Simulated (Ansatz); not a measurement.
`C[SiH2][SiH2]O` + `N[SiH](O)Cl` → `O[SiH2]N[SiH](O)Cl` + `C[SiH3]`  (cleavage of the Si–Si bond)

Program: Ansatz. Geometries: PBE0-D4/def2-TZVP. ΔE: electronic, gas phase. CBS: MP2 limit from def2 TZ/QZ plus the TZ coupled-cluster correction, frozen cores. This one scheme is used for every species. Functionals use def2-TZVPP. B3LYP here is the variant with VWN-RPA as its local correlation; programs differ in this. One conformer a species, not always the lowest.

`C[SiH2][SiH2]O`:

```xyz
12

C    -1.292    0.122   -1.396
Si    0.445   -0.329   -0.844
Si    0.908    0.445    1.323
O    -0.112   -0.216    2.450
H    -1.415    1.206   -1.431
H    -2.033   -0.279   -0.700
H    -1.504   -0.279   -2.390
H     1.455    0.237   -1.785
H     0.612   -1.814   -0.861
H     2.335    0.163    1.661
H     0.689    1.912    1.420
H    -0.089   -1.168    2.553
```

`N[SiH](O)Cl`:

Z-matrix (Å, degrees):
```
Si
O 1 1.631
Cl 1 2.058 2 112.6
N 1 1.700 2 111.2 3 116.8
H 1 1.474 2 103.8 3 -116.0
H 2 0.960 1 116.7 3 -67.6
H 4 1.006 1 120.7 2 -147.4
H 4 1.007 1 121.4 2 60.6
```

`O[SiH2]N[SiH](O)Cl`:

```xyz
12

O    -0.791   -1.130    1.474
Si    0.520   -1.504    0.566
N     0.645   -0.290   -0.665
Si   -0.495    0.955   -0.901
O    -0.843    1.735    0.504
Cl    0.335    2.260   -2.256
H    -0.913   -0.207    1.718
H     0.265   -2.859    0.023
H     1.789   -1.526    1.344
H     1.466   -0.274   -1.252
H    -1.803    0.509   -1.404
H    -0.174    2.331    0.849
```

`C[SiH3]`:

```xyz
8

C    -0.501   -0.367    0.767
Si    0.448    0.329   -0.687
H    -1.531   -0.004    0.768
H    -0.036   -0.073    1.711
H    -0.526   -1.459    0.727
H    -0.188   -0.072   -1.971
H     1.850   -0.170   -0.687
H     0.483    1.815   -0.629
```

Problem. Is it downhill or uphill in electronic energy at CCSD(T)/CBS, and by how much? (An estimate is asked.)

Solution. Computed: Downhill: ΔE = -0.87 eV.

Problem. What do these levels give: r2SCAN-D4, PBE0-D4, B3LYP-D4, ωB97X-V, ωB97M-V, PBE, B3LYP, HF/def2-TZVPP, SCS-MP2/def2-TZVPP, CCSD/def2-TZVPP, MP2/def2-QZVPP, SCS-MP2/def2-QZVPP? (Best estimate.)

Solution. Ansatz gave: r2SCAN-D4 -0.82, PBE0-D4 -0.73, B3LYP-D4 -0.85, ωB97X-V -0.84, ωB97M-V -0.91, PBE -0.62, B3LYP -0.79, HF/def2-TZVPP -0.97, SCS-MP2/def2-TZVPP -0.96, CCSD/def2-TZVPP -0.90, MP2/def2-QZVPP -0.95, SCS-MP2/def2-QZVPP -0.95 eV.

Largest T1 diagnostic among the species: 0.012.

From PBE to PBE0 (25 % exact exchange), in def2-TZVPP and without D4, ΔE moves by −0.08 eV. The D4 term adds −0.06 eV with B3LYP and −0.03 eV with PBE0; it sums over pairs of atoms, weighted by their polarisabilities, and B3LYP, whose exchange is more repulsive, gets the larger term.
